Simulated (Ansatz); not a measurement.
Computed with Ansatz.

A structure relaxed at PBE0-D4/def2-TZVP, charge 0, multiplicity 1:

```xyz
5

F    -0.812    1.371   -0.392
Si    0.039    0.100   -0.024
F     1.554    0.523   -0.055
Br   -0.302   -1.445   -1.513
Br   -0.480   -0.550    1.984
```

Question: Give its formula and SMILES.

Answer: Br2F2Si, `F[Si](F)(Br)Br`.

Question: Point group (tolerance 0.08 Å, 0.16 Å for H)?

Answer: C2v.

Question: Summarise the bond lengths by kind.

Answer: 2 × F–Si 1.573 Å; 2 × Br–Si 2.174 Å.
